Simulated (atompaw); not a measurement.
## What one change does to a pseudopotential (nitrogen (N), PAW (atompaw))

- Element: N
- Generator: atompaw 4.2.0.5
- Type: PAW
- Functional: LDA (PW92)
- Relativity: non-relativistic
- Frozen core: [He]
- Valence charge: 5
- Reference configuration: 2s2 2p3
- Partial waves: 2s (bound): rc 0.85 bohr; 2s channel at 2.45 Ry: rc 0.85 bohr; 2p (bound): rc 2.75 bohr; 2p channel at 1.35 Ry: rc 2.75 bohr
- Local potential: troulliermartins scheme with l = 2 at 0 Ry, radius 2.00 bohr
- Core correction: smooth core density matched at 2.50 bohr
- Augmentation charge: sinc compensation charge, radius 2.10 bohr; PAW radius 2.75 bohr; waves and projectors: modrrkj vanderbiltortho

All-electron outer shells of the reference configuration (LDA (PW92), non-relativistic, ld1.x):

```csv
shell,level (eV),outermost node (bohr),outermost maximum (bohr)
2s,-18.40,0.32,1.02
2p,-7.24,–,0.97
```

Change: all radii scaled by about 0.96 (s 0.82, p 2.62 bohr); local potential troulliermartins scheme with l = 2 at 0 Ry, radius 1.90 bohr; augmentation sinc compensation charge, radius 2.00 bohr; PAW radius 2.62 bohr; waves and projectors: modrrkj vanderbiltortho; core correction smooth core density matched at 2.38 bohr.

Cutoffs: the cutoffs (Ry, on a coarse ladder) from which the occupation-weighted sum of valence levels, in a spherical-Bessel basis at the reference potential, stays within 10 and 1 mRy of its value at 400 Ry; they do not see the model core or the augmentation charge, which bear on the density cutoff.

Question: What does the change do?

Answer: The potential gets neither clearly harder nor softer (40 Ry and 70 Ry → 45 Ry and 70 Ry); the s channel sets the loose cutoff, while the largest relative change is in p, which becomes harder; neither file shows a bound ghost.

| quantity | base | changed |
| --- | --- | --- |
| cutoff, loose | 40 Ry | 45 Ry |
| cutoff, tight | 70 Ry | 70 Ry |
| loose cutoff by channel (10 mRy a level) | s 35 Ry, p 6 Ry | s 40 Ry, p 8 Ry |
| bound ghosts | none | none |
| lowest overlap eigenvalue by channel | s 0.06, p 1.00 | s 0.07, p 1.00 |

 The cutoffs see the waves, projectors and local potential, not the compensation charge or the core.
